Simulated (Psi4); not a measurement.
H₂Cl₂S₂Si, singlet, at a GFN2-xTB geometry.

Psi4 was given this input:
```
memory 2 GB

molecule {
0 1
S    -0.14531803    1.88721650   -0.97315369
Si   -0.04840659   -0.03890473    0.00742708
S     1.96715216   -0.42299524    0.69362738
Cl   -0.62426847   -1.39507744   -1.36170540
Cl   -1.21650610   -0.08436639    1.64413777
H     0.27753454    2.59740293    0.06417464
H     2.54397939   -0.32973179   -0.49708308
}

set {
  basis cc-pvdz
  freeze_core true
}

energy('fno-ccsd(t)')
print_variables()
```

### Question
Estimate the MP2 correlation energy that Psi4 with FNO-CCSD(T)/cc-pVDZ returns for this input.

### Answer
-0.6232 Eh

### Question
What nuclear repulsion energy does FNO-CCSD(T)/cc-pVDZ give?

### Answer
521.2658 Eh

### Question
Estimate the number of basis functions that FNO-CCSD(T)/cc-pVDZ returns for this input.

### Answer
100

### Question
Predict the total energy from FNO-CCSD(T)/cc-pVDZ.

### Answer
-2005.0297 Eh

### Question
Predict the coupled-cluster correlation energy (without the perturbative part) from FNO-CCSD(T)/cc-pVDZ.

### Answer
-0.6786 Eh
